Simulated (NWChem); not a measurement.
Species: C2H4BF3; SMILES FCB(F)CF

```xyz
10

F     -0.6936    -2.1989     0.0000
C     -0.8764    -0.8398     0.0000
B      0.4632    -0.0223     0.0000
F      1.6349    -0.6383     0.0000
C      0.4625     1.5520     0.0000
F     -0.8179     2.0649     0.0000
H     -1.4823    -0.5388     0.8775
H     -1.4823    -0.5388    -0.8775
H      1.0106     1.9333    -0.8833
H      1.0106     1.9333     0.8833
```
Atoms are numbered in this order, from 1.

Results from NWChem. Pople sets run with spherical d functions. The geometry was optimised at PBE0/def2-SVP.

For level PBE/6-31+G*:

- highest occupied level (eV) = -7.09
- dipole (D) = 1.66

Task: How do the values read with level PBE/6-311G** instead?

Result: The highest occupied level (eV) comes out as -6.85 and the dipole (D) is 1.52.
